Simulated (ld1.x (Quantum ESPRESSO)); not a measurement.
Results of a calculation; reference values are marked as such.
## Potentials for P (Z = 15) compared

Generated with ld1.x 7.5 (TM, RRKJ, ultrasoft, PAW), atompaw 4.2 or ONCVPSP 4.0.1. The cutoff is in Ry: for ld1.x and atompaw files where the sum of valence levels is converged to 10 mRy in a Bessel basis, for ONCV files where the hardest occupied wave has 1 mHa per electron of residual kinetic energy. The error is the largest all-electron minus pseudo excitation energy over each file’s own four to seven test configurations (ionisations up to +4, promotions, holes and added fractions of an electron), all of which were solved. The labels leave out finer settings (local radius, basis sizes, second energies), which also bear on the numbers. Spin-polarised tests are not counted. The rows are a selection from randomly drawn settings: files with unsolved tests, undetermined cutoffs or missed reference levels are left out.

| potential | cutoff (Ry) | largest error (meV) | bound ghosts |
| --- | --- | --- | --- |
| ultrasoft, PBE, scalar-relativistic, rc 1.65/1.65/1.75 (spd), local smoothed, core correction no, reference 3s2 3p3 | 12 | +72 | none |
| TM, PW91, scalar-relativistic, rc 1.70/1.70/1.80 (spd), local d, core correction no, reference 3s2 3p3 | 18 | +325 | none |
| PAW, PBE, non-relativistic, rc 1.50/2.05/1.90 (spd), local smoothed, core correction yes, reference 3s2 3p3 | 15 | -129 | none |
| TM, PBE, scalar-relativistic, rc 1.65/1.70 (sp), local s, core correction yes, reference 3s1 3p4 | 18 | +63 | none |

(1) Fill in the row for P: TM semilocal, LDA (PZ), scalar-relativistic, rc 1.15/1.40 (sp), local p, core correction no, reference 3s1.75 3p3.25.

(2) Fill in the row for P: ultrasoft, LDA (PZ), scalar-relativistic, rc 1.50/2.30 (sp), local smoothed, core correction no, reference 3s2 3p3.

(3) Fill in the row for P: ultrasoft, PBE, non-relativistic, rc 1.45/1.75 (sp), local smoothed, core correction no, reference 3s2 3p3.

## Answers

(1) cutoff 55 Ry, largest error +165 meV, bound ghosts: none.

(2) cutoff 15 Ry, largest error +469 meV, bound ghosts: none.

(3) cutoff 18 Ry, largest error +73 meV, bound ghosts: none.
